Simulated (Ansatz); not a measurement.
Relaxation of H6InNSi (9 atoms, charge 0, multiplicity 1), to a largest force component of 0.02 eV/Å in at most 50 steps.

Computed with RKS PBE0/def2-mTZVP in Ansatz 0.2.0.

```xyz
9
Properties=species:S:1:pos:R:3:forces:R:3
N 0.677 0.165 -1.751 -1.66 -0.82 -6.00
In 0.160 0.949 -0.167 -11.35 12.52 -12.69
Si -0.360 -0.234 1.289 -1.47 -11.46 13.01
H 0.760 -0.806 -1.950 -0.46 -1.27 -0.16
H -0.320 0.510 -2.085 2.23 -1.25 -1.47
H 1.242 0.885 0.388 16.64 2.13 8.78
H -0.053 -1.599 0.821 -0.93 -0.94 0.12
H -1.486 0.326 0.638 -2.70 0.96 -1.02
H -0.531 -0.243 2.800 -0.30 0.12 -0.57
```

Task: Where does it end, and by what steps?

Result: The forces met the threshold. After 27 steps the energy has fallen by 13.632 eV; In2 moved furthest, 2.23 Å. The start is strongly strained (largest force component 17 eV/Å), so its close contacts needn't be bonds. Parted: In2–Si3, In2–H5, In2–H6, In2–H8. Joined: Si3–H6.

| step | energy less start (eV) | largest force component (eV/Å) | accepted |
| --- | --- | --- | --- |
| 0 | 0.0000 | 16.636 | yes |
| 1 | -6.6220 | 5.523 | yes |
| 2 | -8.7731 | 2.369 | yes |
| 3 | -9.9595 | 1.240 | yes |
| 4 | -10.6124 | 1.187 | yes |
| 5 | -11.1172 | 1.407 | yes |
| 6 | -11.7191 | 2.022 | yes |
| 7 | -12.3940 | 1.814 | yes |
| 8 | -13.0569 | 1.548 | yes |
| 9 | -13.2989 | 1.001 | yes |
| 10 | -13.5034 | 0.525 | yes |
| 11 | -13.5708 | 0.121 | yes |
| 12 | -13.5932 | 0.075 | yes |
| 13 | -13.5988 | 0.118 | yes |
| 14 | -13.6022 | 0.135 | yes |
| 15 | -13.6041 | 0.077 | yes |
| 16 | -13.6062 | 0.131 | yes |
| 17 | -13.6077 | 0.208 | yes |
| 18 | -13.6103 | 0.260 | yes |
| 19 | -13.6139 | 0.151 | yes |
| 20 | -13.6194 | 0.148 | yes |
| 21 | -13.6212 | 0.388 | yes |
| 22 | -13.6268 | 0.246 | yes |
| 23 | -13.6304 | 0.093 | yes |
| 24 | -13.6317 | 0.022 | yes |
| 25 | -13.6320 | 0.034 | yes |
| 26 | -13.6321 | 0.022 | yes |
| 27 | -13.6321 | 0.003 | yes |

```xyz
9
Properties=species:S:1:pos:R:3
N 0.303 0.260 -1.699
In 0.753 2.310 -1.834
Si -0.271 -0.394 1.420
H 1.001 -0.476 -1.750
H -0.589 -0.141 -1.974
H 0.907 0.510 1.435
H 0.014 -1.635 0.657
H -1.472 0.303 0.895
H -0.557 -0.782 2.833
```

Whether the end is a true minimum wasn't checked by a vibrational analysis.

The run took 29 s on 2 threads of AMD EPYC 9R45 96-Core Processor (Zen 5) (shared host), peak memory 0.22 GiB.
